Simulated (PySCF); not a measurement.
**TlOF at several levels of theory**

Computed with PySCF 2.14.0 (density fitting, no spin-orbit coupling) at the geometry relaxed with PBE0:

```xyz
3
TlOF (singlet)
Tl   -0.0075    0.0000    0.3740
O     1.8858    0.0000    0.3265
F    -1.9961    0.0000    0.4308
```

| level | basis | state | HOMO (eV) | gap (eV) | charge on Tl1 (e) | dipole about the centre of mass (D) | largest force component (eV/Å) |
| --- | --- | --- | --- | --- | --- | --- | --- |
| PBE0 | Tl def2-SVP with ECP60, O def2-SVP, F def2-SVP | singlet | -7.97 | 4.93 | 0.87 | 1.53 | 0.06 |
| TPSSh | the same | singlet | -7.09 | 3.59 | 0.83 | 1.51 | 0.27 |
| PBE0 | Tl def2-TZVP with ECP60, O def2-TZVP, F def2-TZVP | singlet | -8.12 | 5.02 | 0.92 | 1.60 | 0.95 |

Charges are Mulliken's, which hang on the basis. The relaxation used the grid (50, 194), these runs (75, 302) or, all-electron (x2c bases, spin-free X2C Hamiltonian), (99, 590).

**Question.** What does CAM-B3LYP with Tl def2-SVP with ECP60, O def2-SVP, F def2-SVP give here?

**Answer.** state singlet, HOMO (eV) -9.41, gap (eV) 7.42, charge on Tl1 (e) 0.84, dipole about the centre of mass (D) 1.55, largest force component (eV/Å) 0.15. Time: 1.4 s on 2 threads of Arm Neoverse V1 (shared host), from an already converged density.

In the first row's basis the gap widens with exact exchange: 3.6 to 4.9 eV for TPSSh, PBE0 (a fixed share); 7.4 eV for CAM-B3LYP (rising or full at long range).
